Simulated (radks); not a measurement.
Problem. These are the eigenvalues of the occupied orbitals of an atom or ion with whole-number occupations (eV). All-electron calculation, non-relativistic Kohn-Sham, PBE, spin-polarised, spherical densities, point nucleus. Program: a radial shooting solver on a logarithmic mesh with Libxc functionals.

orbital  eigenvalue
1s down   -6988.942
1s up     -6988.939
2s up     -864.2527
2s down   -861.7836
2p up     -753.3635
2p down   -751.5168
3s up     -147.9472
3s down   -142.6704
3p up     -115.1283
3p down   -109.9321
3d up      -61.3143
6p up       -9.4314

Which element is it, and in what charge state? The configuration may be excited. Open shells, if any, are filled with parallel spins first.

Solution. Z = 26, iron, charge +3: Fe3+ in [Ar] 3d4 6p1. The list shows which subshells hold electrons but not how many an open one holds; the 1s level, -256.84 hartree, gives Z - s = 22.7 by -(Z - s)^2/2, which with screening narrows Z to a few neighbours, and the depths of the outer levels then fix element, charge and occupations together.
